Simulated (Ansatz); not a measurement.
`CNBN` + H₂S → `NBS` + CH₃NH₂  (ligand exchange at a B–N bond)

Program: Ansatz. Geometries: PBE0-D4/def2-TZVP. ΔE: electronic, gas phase. CCSD(T)/CBS adds triple-zeta CCSD(T) − MP2 to the extrapolated MP2 energy (def2 sets, frozen cores). This one scheme is used for every species. DFT in def2-TZVPP. B3LYP here is the variant with VWN-RPA as its local correlation; programs differ in this. HSE06 is defined as in plane-wave codes. Each species was taken in one conformer, which may not be the lowest.

| level | ΔE (kJ/mol) | difference from CCSD(T)/CBS |
| --- | --- | --- |
| LDA (SPW92) | 36.6 | 6.9 |
| PBE-D4 | 25.9 | -3.8 |
| revPBE-D4 | 23.8 | -5.9 |
| BLYP-D4 | 31.6 | 1.9 |
| r2SCAN-D4 | 27.6 | -2.1 |
| B97M-V | 27.0 | -2.7 |
| PBE0-D4 | 27.3 | -2.4 |
| B3LYP-D4 | 32.9 | 3.2 |
| r2SCANh-D4 | 28.1 | -1.6 |
| r2SCAN0-D4 | 29.0 | -0.7 |
| HSE06-D4 | 27.2 | -2.5 |
| BHLYP-D4 | 34.6 | 4.9 |
| CAM-B3LYP-D4 | 37.1 | 7.4 |
| ωB97X-V | 30.2 | 0.5 |
| B2PLYP | 31.1 | 1.4 |
| PBE | 25.3 | -4.4 |
| revPBE | 21.4 | -8.3 |
| BLYP | 30.7 | 1.0 |
| r2SCAN | 27.2 | -2.5 |
| PBE0 | 26.8 | -2.9 |
| B3LYP | 32.3 | 2.6 |
| r2SCAN0 | 28.6 | -1.1 |
| HSE06 | 26.7 | -3.0 |
| BHLYP | 34.7 | 5.0 |
| CAM-B3LYP | 36.6 | 6.9 |
| RPA@PBE/def2-TZVPP | 30.1 | 0.4 |
| HF/def2-SVP | 38.2 | 8.5 |
| MP2/def2-SVP | 34.1 | 4.4 |
| CCSD/def2-SVP | 36.3 | 6.6 |
| CCSD(T)/def2-SVP | 35.3 | 5.6 |
| HF/def2-TZVPP | 34.3 | 4.6 |
| SCS-MP2/def2-TZVPP | 30.0 | 0.3 |
| CCSD/def2-TZVPP | 32.0 | 2.3 |
| CCSD(T)/def2-TZVPP | 30.4 | 0.7 |
| HF/def2-QZVPP | 35.1 | 5.4 |
| MP2/def2-QZVPP | 28.5 | -1.2 |
| SCS-MP2/def2-QZVPP | 29.9 | 0.2 |
| HF/CBS(def2) | 35.3 | 5.6 |
| MP2/CBS(def2) | 27.9 | -1.8 |
| CCSD/CBS(def2) | 31.2 | 1.5 |
| CCSD(T)/CBS | 29.7 | 0 |

Largest T1 diagnostic among the species: 0.012.

At CCSD(T), def2-SVP lies +5.6 kJ/mol from the extrapolated value and def2-TZVPP +0.7 kJ/mol. From BLYP to BHLYP (50 % exact exchange), in def2-TZVPP and without D4, ΔE moves by +4.0 kJ/mol.
